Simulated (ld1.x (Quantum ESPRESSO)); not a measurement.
**Scattering properties, TM potential for zinc**

zinc, norm-conserving Troullier–Martins (Kleinman–Bylander form), made with ld1.x (Quantum ESPRESSO) 7.5 (PBEsol, scalar-relativistic). Core [Ar], reference 3d10 4s1 4p0 (charge +1). Waves: 4s (bound): rc 1.75 bohr; 4p (bound, empty): rc 2.05 bohr; 3d (bound): rc 1.40 bohr. Local part: the d channel. Core correction: a·sin(br)/r model core inside 0.65 bohr.

The phase is arctan(r·u′/u) with u = r·R(r), unwrapped; energies in Ry, scanned from -3 to 5 Ry. A pole is an energy at which the radial function vanishes at the test radius. The pseudo phase is shifted by a multiple of π to meet the all-electron one at the reference energy, and phase errors are pseudo minus all-electron; the curves can meet again beyond the range given. Levels narrower than the energy grid can be missing from the lists of poles.

Task: For each channel, where are the poles, and over which energies does the pseudopotential scatter like the atom?

Result:

```
channel  radius (bohr)  reference energy (Ry)  poles, all-electron  poles, pseudo  unbroken range about the reference energy with phases within 0.05 rad  phase error 1 Ry above the reference energy (rad)
      s           2.24                  -1.03                 1.38           1.23                                                              below 2.5                                             -0.005
      p           2.24                  -0.57                 2.68           2.56                                                              below 4.8                                             -0.004
      d           2.24                  -1.45          -1.32, 4.95          -1.32                                                              below 0.6                                             +0.010
```

Note: ghost states, extra bound levels that the all-electron valence spectrum of the same l lacks: s at -256.5 eV, p at -87.8 eV. A true bound ghost makes a file unfit for plane-wave use.

Phases in the s channel:

```tsv
E (Ry)	all-electron	pseudo
-3.00	1.175	1.172
-2.76	1.136	1.133
-2.52	1.085	1.082
-2.28	1.016	1.014
-2.04	0.919	0.916
-1.80	0.774	0.771
-1.56	0.544	0.542
-1.32	0.184	0.182
-1.08	-0.286	-0.286
-0.84	-0.707	-0.708
-0.60	-0.990	-0.992
-0.36	-1.167	-1.171
-0.12	-1.284	-1.288
0.12	-1.365	-1.371
0.36	-1.424	-1.432
0.60	-1.470	-1.480
0.84	-1.507	-1.518
1.08	-1.538	-1.552
1.32	-1.564	-1.581
1.56	-1.588	-1.608
1.80	-1.609	-1.634
2.04	-1.629	-1.660
2.28	-1.648	-1.687
2.52	-1.667	-1.717
2.76	-1.686	-1.751
3.00	-1.705	-1.792
3.24	-1.725	-1.847
3.48	-1.747	-1.924
3.72	-1.771	-2.049
3.96	-1.798	-2.284
4.20	-1.829	-2.794
4.44	-1.867	-3.594
4.68	-1.912	-4.101
4.92	-1.970	-4.334
```
